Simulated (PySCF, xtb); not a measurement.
CuI2, SMILES [I][Cu-][I], charge -1, multiplicity 1.

GFN2-xTB (xtb) at its own geometry gives an orbital gap of 7.70 eV.

The structure is a stationary point at PBE0-D3(BJ)/def2-SVPD. The multiplicity is an assumed one; other spin states were not compared. The def2 effective core potentials stand for the cores of I; spin–orbit coupling is left out.

Task: What does PBE/def2-TZVPD (PySCF) give? (An estimate is asked for; the answer gives what the named calculation found.)

Result: gap 3.58 eV (levels -1.16 and 2.42 eV).
